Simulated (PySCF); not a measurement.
Simulated absorption spectrum

Compound: C5H6ClN3.
Bonds: Cl1–C2, C2–N3 (aromatic), N3–N4 (aromatic), N4–C5 (aromatic), C5–N6 (aromatic), N6–C7, C7–C8, C8–C9, C2–N6 (aromatic), C7–C9. Hydrogens: H10 on C5; H11 on C7; H12, H13 on C8; H14, H15 on C9.

Computed, not measured: TDDFT PBE0/def2-SVPD, vertical, gas phase, core orbitals frozen in the response in PySCF. One conformer (not necessarily the lowest) at the GFN2-xTB geometry, without solvent, vibrations or thermal averaging. Torsions of this conformer, `[Cl:1][c:2]1[n:3][n:4][cH:5][n:6]1[CH:7]1[CH2:8][CH2:9]1`: C5–N6–C7–C8 35°.

Computed states:

```json
{"state": "S1", "E (eV)": "5.70", "f": "0.0003"}
{"state": "S2", "E (eV)": "6.48", "f": "0.012"}
{"state": "S3", "E (eV)": "6.55", "f": "0.161"}
{"state": "S4", "E (eV)": "6.67", "f": "0.0011"}
{"state": "S5", "E (eV)": "6.84", "f": "0.0034"}
{"state": "S6", "E (eV)": "6.89", "f": "0.077"}
{"state": "S7", "E (eV)": "7.10", "f": "0.0048"}
{"state": "S8", "E (eV)": "7.16", "f": "0.0095"}
```

Each state is given a Gaussian of 0.25 eV full width at half maximum, with ε(max) = 2.175×10⁸ f / Δν̃ (Δν̃ the width in cm⁻¹). The width is an assumption, not a result. The curve ends short of the highest state used, and states not computed would add to its high-energy end.

Question: What does the envelope look like, and where are its maxima?

Answer: 
λ (nm), ε (L mol⁻¹ cm⁻¹) and a bar:
```
    189.1      18451 ##############################
    189.9      18090 #############################
    190.7      16648 ###########################
    191.5      14399 #######################
    192.3      11724 ###################
    193.1       9003 ###############
    193.9       6532 ###########
    194.7       4486 #######
    195.5       2921 #####
    196.3       1808 ###
    197.1       1065 ##
    197.9        598 #
    198.7        321 #
    199.5        164 
    200.3         81 
    201.1         38 
    201.9         17 
    202.7          8 
    203.5          3 
    204.3          1 
    205.1          1 
    205.9          0 
    206.7          1 
    207.5          1 
    208.3          2 
    209.1          3 
    209.9          5 
    210.7          7 
    211.5         10 
    212.3         13 
    213.1         17 
    213.9         21 
    214.7         25 
    215.5         29 
    216.3         32 
    217.0         33 
    217.8         33 
    218.6         33 
    219.4         31 
    220.2         28 
    221.0         24 
    221.8         20 
    222.6         16 
    223.4         13 
    224.2         10 
    225.0          7 
    225.8          5 
    226.6          4 
    227.4          2 
    228.2          2 
    229.0          1 
    229.8          1 
    230.6          0 
    231.4          0 
    232.2          0 
    233.0          0
```

Maxima: 218 nm (5.70 eV), ε about 33, made up of S1 (100%); 189 nm (6.55 eV), ε about 18000, made up of S3 (94%) (ε in L mol⁻¹ cm⁻¹; maxima over ε = 5, shares over 10%).

Question: On this curve, what absorbance would a 10⁻³ mol/L sample give at 222 nm over a 1 cm path?

Answer: 222 nm is 5.585 eV, where ε is about 19 L mol⁻¹ cm⁻¹, so A = ε c l ≈ 0.019 (Beer–Lambert, with the gas-phase spectrum and the assumed width).

Question: What would ε be at 6.55 eV, the highest of these maxima, with half the width (0.125 eV)?

Answer: About 35700 L mol⁻¹ cm⁻¹ against 18500, a factor of about 1.9; a lone state at its own centre would give exactly 2.

Question: Coming from long wavelengths, where does ε first pass 100 L mol⁻¹ cm⁻¹?

Answer: At about 200 nm (6.20 eV), 0.50 eV above S1.
